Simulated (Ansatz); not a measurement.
**How methods differ on InF (SMILES [F][In])**

InF has 2 atoms, charge 0, and is taken as a singlet. SMILES: `[F][In]`. The shape is that of a PBE0-D4/def2-TZVP optimisation.

```xyz
2

F     0.0000    0.0000    0.0159
In    0.0000    0.0000    2.0096
```

Quantity: the energy change with the F1–In2 bond stretched from 1.994 to 2.990 Å, in eV. The values are calculated.

```csv
level,kind,program,value (eV),CPU time (all runs)
HF/STO-3G (restricted),Hartree–Fock,Ansatz,5.37,0.67 s
SVWN5/STO-3G (restricted),LDA,Ansatz,4.69,1.7 s
r2SCAN/STO-3G (restricted),meta-GGA,Ansatz,4.57,10 s
CAM-B3LYP/STO-3G (restricted),range-separated hybrid,Ansatz,?,2.7 s
HSE06/STO-3G (restricted),range-separated hybrid,Ansatz,?,2.7 s
wB97M-V/STO-3G (restricted),range-separated hybrid,Ansatz,5.12,23 s
MP2/STO-3G (restricted),perturbation theory,Ansatz,4.58,0.96 s
FCI/STO-3G,exact in the basis,Ansatz,3.62,1.9 s
```

Task: Estimate the missing values from the other rows.

Result: As computed at these levels: CAM-B3LYP/STO-3G (restricted): 5.08 eV; HSE06/STO-3G (restricted): 4.74 eV. Spin-restricted single references rise too steeply as a bond breaks, Hartree–Fock most of all. All-electron rows without a relativistic Hamiltonian named are non-relativistic. The first shape isn't each level's own minimum. The values span 3.62 to 5.37 eV. All rows use very small basis sets, so even the best lies far from the true value. In the correlated wave-function rows the outer d shell of In is correlated, in sets not made for it. Times are those of the runs behind each value, whatever else they computed, on shared processors of several kinds: orders of magnitude only.
